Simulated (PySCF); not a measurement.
# Working out the ionisation energy of Zn

Zn [Ar] 3d10 4s2 (1S) → Zn⁺ [Ar] 3d10 4s1 (2S). Calculation: PySCF 2.14, in aug-cc-pVTZ-PP with one added diffuse shell each of s, p, d, f, g type with ECP10MDF (7s7p6d4f3g, 113 functions); scalar relativity through the core potential. Frozen: 3s2 3p6. Energies in hartree (1 hartree = 27.21139 eV):

```csv
part,Zn (lower),Zn⁺ (upper)
UHF,-225.963030,-225.676648
MP2 opposite-spin,-0.353743,-0.312679
MP2 same-spin,-0.190767,-0.179362
```

Q: What does Hartree-Fock give?

A: (-225.676648) − (-225.963030) = 0.286382 hartree = 7.793 eV.

Q: What do MP2 and SCS-MP2 (6/5 opposite-spin, 1/3 same-spin) give?

A: The opposite-spin parts differ by 1.117 eV and the same-spin parts by 0.310 eV. MP2: 7.793 + (1.117) + (0.310) = 9.220 eV. SCS-MP2: 7.793 + 1.2 × (1.117) + (0.310)/3 = 9.237 eV.

Measured between the centres of the two terms (NIST): 9.394 eV, so MP2 (valence) is off by -0.174 eV.

What remains against the reference includes basis incompleteness, the frozen core and correlation beyond second order.
